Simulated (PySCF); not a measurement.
SMILES C[SiH2][SiH2][Si](O)(O)O, GFN2-xTB optimised geometry.

```
17

Si    -1.39    -2.20    -0.98
C     -2.28    -3.09    -2.42
Si    -0.76    -0.07    -1.63
Si     0.23     1.18     0.00
O     -0.24     0.43     1.36
O     -0.14     2.78     0.00
O      1.86     1.18     0.00
H     -2.32    -2.23     0.16
H     -0.26    -3.06    -0.59
H     -3.17    -2.54    -2.72
H     -2.59    -4.09    -2.15
H     -1.63    -3.16    -3.28
H      0.12    -0.13    -2.82
H     -1.93     0.67    -2.17
H      0.20     0.60     2.19
H     -1.05     3.06     0.07
H      2.32     1.83    -0.52
```

Density from PBE0/def2-SVP (PySCF 2.14.0) at that geometry.

Minimum of the electron density along straight lines between bonded atoms, close to the bond critical point (lines longer than 1.1 times the sum of covalent radii, or with two minima, are not listed):

```json
[
 {"bond": "Si1–C2", "length / Å": "1.904", "ρ at the minimum / e bohr⁻³": "0.109", "∇²ρ there / e bohr⁻⁵": "0.31", "position (fraction from the first atom)": "0.38"},
 {"bond": "Si4–O5", "length / Å": "1.628", "ρ at the minimum / e bohr⁻³": "0.130", "∇²ρ there / e bohr⁻⁵": "1.09", "position (fraction from the first atom)": "0.41"},
 {"bond": "Si4–O6", "length / Å": "1.642", "ρ at the minimum / e bohr⁻³": "0.126", "∇²ρ there / e bohr⁻⁵": "1.02", "position (fraction from the first atom)": "0.41"},
 {"bond": "Si4–O7", "length / Å": "1.629", "ρ at the minimum / e bohr⁻³": "0.130", "∇²ρ there / e bohr⁻⁵": "1.08", "position (fraction from the first atom)": "0.41"},
 {"bond": "Si1–H8", "length / Å": "1.472", "ρ at the minimum / e bohr⁻³": "0.115", "∇²ρ there / e bohr⁻⁵": "0.32", "position (fraction from the first atom)": "0.49"},
 {"bond": "Si1–H9", "length / Å": "1.473", "ρ at the minimum / e bohr⁻³": "0.115", "∇²ρ there / e bohr⁻⁵": "0.32", "position (fraction from the first atom)": "0.49"},
 {"bond": "C2–H10", "length / Å": "1.086", "ρ at the minimum / e bohr⁻³": "0.272", "∇²ρ there / e bohr⁻⁵": "-0.97", "position (fraction from the first atom)": "0.62"},
 {"bond": "C2–H11", "length / Å": "1.086", "ρ at the minimum / e bohr⁻³": "0.272", "∇²ρ there / e bohr⁻⁵": "-0.98", "position (fraction from the first atom)": "0.63"},
 {"bond": "C2–H12", "length / Å": "1.086", "ρ at the minimum / e bohr⁻³": "0.272", "∇²ρ there / e bohr⁻⁵": "-0.97", "position (fraction from the first atom)": "0.62"},
 {"bond": "Si3–H13", "length / Å": "1.480", "ρ at the minimum / e bohr⁻³": "0.112", "∇²ρ there / e bohr⁻⁵": "0.30", "position (fraction from the first atom)": "0.49"},
 {"bond": "Si3–H14", "length / Å": "1.483", "ρ at the minimum / e bohr⁻³": "0.111", "∇²ρ there / e bohr⁻⁵": "0.31", "position (fraction from the first atom)": "0.49"},
 {"bond": "O5–H15", "length / Å": "0.955", "ρ at the minimum / e bohr⁻³": "0.354", "∇²ρ there / e bohr⁻⁵": "-2.45", "position (fraction from the first atom)": "0.82"},
 {"bond": "O6–H16", "length / Å": "0.951", "ρ at the minimum / e bohr⁻³": "0.359", "∇²ρ there / e bohr⁻⁵": "-2.51", "position (fraction from the first atom)": "0.82"},
 {"bond": "O7–H17", "length / Å": "0.952", "ρ at the minimum / e bohr⁻³": "0.357", "∇²ρ there / e bohr⁻⁵": "-2.49", "position (fraction from the first atom)": "0.82"}
]
```
